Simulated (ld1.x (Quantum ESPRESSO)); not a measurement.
## u(r) = r·R(r): atom against pseudo-atom (magnesium)

Columns: radius, all-electron u(r) and pseudo u(r) of the 2s shell (level -80.67 eV) of magnesium in the configuration [He] 2s2 2p6 3s1.5 3p0.5; PBEsol, scalar-relativistic, TM scheme, ld1.x (Quantum ESPRESSO) 7.5.

```json
{"r (bohr)": "0.057", "all-electron": "0.5526", "pseudo": "-0.1781"}
{"r (bohr)": "0.115", "all-electron": "0.4138", "pseudo": "-0.3556"}
{"r (bohr)": "0.172", "all-electron": "0.0521", "pseudo": "-0.5227"}
{"r (bohr)": "0.230", "all-electron": "-0.3395", "pseudo": "-0.6815"}
{"r (bohr)": "0.288", "all-electron": "-0.6729", "pseudo": "-0.8253"}
{"r (bohr)": "0.345", "all-electron": "-0.9198", "pseudo": "-0.9482"}
{"r (bohr)": "0.402", "all-electron": "-1.0875", "pseudo": "-1.0491"}
{"r (bohr)": "0.460", "all-electron": "-1.1878", "pseudo": "-1.1256"}
{"r (bohr)": "0.518", "all-electron": "-1.2315", "pseudo": "-1.1729"}
{"r (bohr)": "0.575", "all-electron": "-1.2327", "pseudo": "-1.1897"}
{"r (bohr)": "0.632", "all-electron": "-1.2038", "pseudo": "-1.1783"}
{"r (bohr)": "0.690", "all-electron": "-1.1532", "pseudo": "-1.1413"}
{"r (bohr)": "0.747", "all-electron": "-1.0898", "pseudo": "-1.0856"}
{"r (bohr)": "0.805", "all-electron": "-1.0172", "pseudo": "-1.0164"}
{"r (bohr)": "0.862", "all-electron": "-0.9421", "pseudo": "-0.9420"}
{"r (bohr)": "0.920", "all-electron": "-0.8648", "pseudo": "-0.8648"}
{"r (bohr)": "0.977", "all-electron": "-0.7902", "pseudo": "-0.7902"}
{"r (bohr)": "1.035", "all-electron": "-0.7171", "pseudo": "-0.7171"}
{"r (bohr)": "1.092", "all-electron": "-0.6490", "pseudo": "-0.6490"}
{"r (bohr)": "1.150", "all-electron": "-0.5841", "pseudo": "-0.5841"}
{"r (bohr)": "1.208", "all-electron": "-0.5240", "pseudo": "-0.5240"}
{"r (bohr)": "1.265", "all-electron": "-0.4697", "pseudo": "-0.4697"}
{"r (bohr)": "1.322", "all-electron": "-0.4199", "pseudo": "-0.4199"}
{"r (bohr)": "1.380", "all-electron": "-0.3739", "pseudo": "-0.3739"}
{"r (bohr)": "1.438", "all-electron": "-0.3323", "pseudo": "-0.3323"}
{"r (bohr)": "1.495", "all-electron": "-0.2954", "pseudo": "-0.2954"}
```

Task: How many radial nodes do the two functions have?

Result: The all-electron 2s function has n − l − 1 = 1; the pseudo-wave has 0, since the states of the same l below it are removed with the core.

Task: At about which radius was the pseudo-wave matched?

Result: 0.95 bohr. The columns agree to 0.0005 from 0.86 bohr on; several derivatives are matched, so the curves merge somewhat inside the radius.

Task: Where does each function peak?

Result: Outermost all-electron maximum near 0.57 bohr, pseudo maximum near 0.57 bohr (to the table’s step).

Task: Is the pseudo-wave norm-conserving?

Result: Yes: the TM scheme keeps the norm inside the radius equal to the all-electron one, which fixes the energy derivative of the logarithmic derivative at the level.
